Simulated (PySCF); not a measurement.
# Spinor energies of Kr(3+) (krypton, charge +3)

Start: [Ar] 3d10 4s2 4p3; 4p1/2 filled at m_j = -1/2, +1/2; 4p3/2 filled at m_j = +3/2. Calculated with PySCF 2.14 in x2c-QZVPPall-2c (11s10p5d4f1g, 103 functions): generalised Hartree-Fock with the X2C-1e Hamiltonian and a Gaussian nucleus; one run each with spin-orbit coupling (SO) switched off, then screened by Boettger's factors.

```json
{"spinor shell": "1s1/2", "electrons": "2", "ε, spin-free (eV)": "-14446.1", "ε, screened SO (eV)": "-14445.7", "weight of nominal j (screened SO)": "1.000", "rms radius, screened SO (bohr)": "0.0478"}
{"spinor shell": "2s1/2", "electrons": "2", "ε, spin-free (eV)": "-2001.3", "ε, screened SO (eV)": "-2001.2", "weight of nominal j (screened SO)": "1.000", "rms radius, screened SO (bohr)": "0.198"}
{"spinor shell": "2p1/2", "electrons": "2", "ε, spin-free (eV)": "-1768.7", "ε, screened SO (eV)": "-1805.8", "weight of nominal j (screened SO)": "1.000", "rms radius, screened SO (bohr)": "0.174"}
{"spinor shell": "2p3/2", "electrons": "4", "ε, spin-free (eV)": "-1768.7", "ε, screened SO (eV)": "-1751.0", "weight of nominal j (screened SO)": "1.000", "rms radius, screened SO (bohr)": "0.178"}
{"spinor shell": "3s1/2", "electrons": "2", "ε, spin-free (eV)": "-345.54", "ε, screened SO (eV)": "-345.49", "weight of nominal j (screened SO)": "1.000", "rms radius, screened SO (bohr)": "0.564"}
{"spinor shell": "3p1/2", "electrons": "2", "ε, spin-free (eV)": "-268.89", "ε, screened SO (eV)": "-274.72", "weight of nominal j (screened SO)": "0.994", "rms radius, screened SO (bohr)": "0.574"}
{"spinor shell": "3p3/2", "electrons": "4", "ε, spin-free (eV)": "-268.89", "ε, screened SO (eV)": "-266.07", "weight of nominal j (screened SO)": "0.997", "rms radius, screened SO (bohr)": "0.585"}
{"spinor shell": "3d3/2", "electrons": "4", "ε, spin-free (eV)": "-142.12", "ε, screened SO (eV)": "-143.01", "weight of nominal j (screened SO)": "0.952", "rms radius, screened SO (bohr)": "0.608"}
{"spinor shell": "3d5/2", "electrons": "6", "ε, spin-free (eV)": "-142.12", "ε, screened SO (eV)": "-141.47", "weight of nominal j (screened SO)": "0.968", "rms radius, screened SO (bohr)": "0.609"}
{"spinor shell": "4s1/2", "electrons": "2", "ε, spin-free (eV)": "-66.173", "ε, screened SO (eV)": "-66.159", "weight of nominal j (screened SO)": "1.000", "rms radius, screened SO (bohr)": "1.58"}
{"spinor shell": "4p1/2", "electrons": "2", "ε, spin-free (eV)": "-51.167", "ε, screened SO (eV)": "-51.343", "weight of nominal j (screened SO)": "0.582", "rms radius, screened SO (bohr)": "1.77"}
{"spinor shell": "4p3/2", "electrons": "1", "ε, spin-free (eV)": "-51.167", "ε, screened SO (eV)": "-50.816", "weight of nominal j (screened SO)": "1.000", "rms radius, screened SO (bohr)": "1.78"}
```

| quantity | spin-free | screened SO |
| --- | --- | --- |
| E (hartree) | -2785.58793 | -2785.76480 |
| M_J | 3/2 | 3/2 |
| ⟨J²⟩ | 3.751 | 3.751 |
| ⟨L²⟩ | 0.000 | 0.035 |
| ⟨S²⟩ | 3.751 | 3.708 |

Each row is a mean over spinors that exchange with the open shell spreads, by up to 10.554 eV (4s1/2).

Rows whose weight is well below 1 are mixtures of j = l ± 1/2: exchange outweighs spin-orbit coupling there, and the label is only the starting occupation.

Without spin-orbit coupling the j labels of p, d and f shells carry no meaning; the spin-free column gives the mean over the occupied spinors of each nl shell.
